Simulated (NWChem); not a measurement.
System: C2H3ClF2Si; SMILES FC(F)=C[SiH2]Cl

```xyz
9

F     -0.6546    -1.9621     1.1147
C      0.2690    -1.7225     0.2193
F      1.0319    -2.7748     0.0863
C      0.4082    -0.5840    -0.4558
Si    -0.6848     0.8962    -0.2520
Cl     0.2464     2.3310     0.9228
H      1.2469    -0.5604    -1.1565
H     -0.9300     1.5123    -1.5836
H     -1.9622     0.5168     0.4062
```
Atoms are numbered in this order, from 1.

Level: PBE0/def2-SVP (NWChem), optimised geometry, unscaled harmonic frequencies. 

```json
[
 {"frequency (cm⁻¹)": "25", "IR intensity (km/mol)": "0.6"},
 {"frequency (cm⁻¹)": "93", "IR intensity (km/mol)": "0.9"},
 {"frequency (cm⁻¹)": "164", "IR intensity (km/mol)": "0.9"},
 {"frequency (cm⁻¹)": "273", "IR intensity (km/mol)": "3.5"},
 {"frequency (cm⁻¹)": "422", "IR intensity (km/mol)": "12.9"},
 {"frequency (cm⁻¹)": "526", "IR intensity (km/mol)": "31.1"},
 {"frequency (cm⁻¹)": "556", "IR intensity (km/mol)": "78.8"},
 {"frequency (cm⁻¹)": "624", "IR intensity (km/mol)": "12.7"},
 {"frequency (cm⁻¹)": "669", "IR intensity (km/mol)": "1.5"},
 {"frequency (cm⁻¹)": "715", "IR intensity (km/mol)": "10.6"},
 {"frequency (cm⁻¹)": "805", "IR intensity (km/mol)": "46.1"},
 {"frequency (cm⁻¹)": "830", "IR intensity (km/mol)": "14.9"},
 {"frequency (cm⁻¹)": "882", "IR intensity (km/mol)": "309.9"},
 {"frequency (cm⁻¹)": "943", "IR intensity (km/mol)": "108.2"},
 {"frequency (cm⁻¹)": "998", "IR intensity (km/mol)": "46.3"},
 {"frequency (cm⁻¹)": "1194", "IR intensity (km/mol)": "24.7"},
 {"frequency (cm⁻¹)": "1392", "IR intensity (km/mol)": "216.9"},
 {"frequency (cm⁻¹)": "1787", "IR intensity (km/mol)": "589.0"},
 {"frequency (cm⁻¹)": "2266", "IR intensity (km/mol)": "85.0"},
 {"frequency (cm⁻¹)": "2278", "IR intensity (km/mol)": "87.8"},
 {"frequency (cm⁻¹)": "3228", "IR intensity (km/mol)": "8.2"}
]
```

| Item | Value |
|---|---|
| zero-point energy | 29.5 kcal/mol |
| thermal correction to the enthalpy at 298.15 K (with zero-point energy) | 34.5 kcal/mol |
| heat capacity Cv | 22.9 cal/(mol K) |
| entropy at 298.15 K and 1 atm (symmetry number 1) | 86.7 cal/(mol K) |
| dipole moment | 1.48 D |

Rigid rotor and harmonic oscillator; modes under 100 cm⁻¹ make the entropy uncertain.
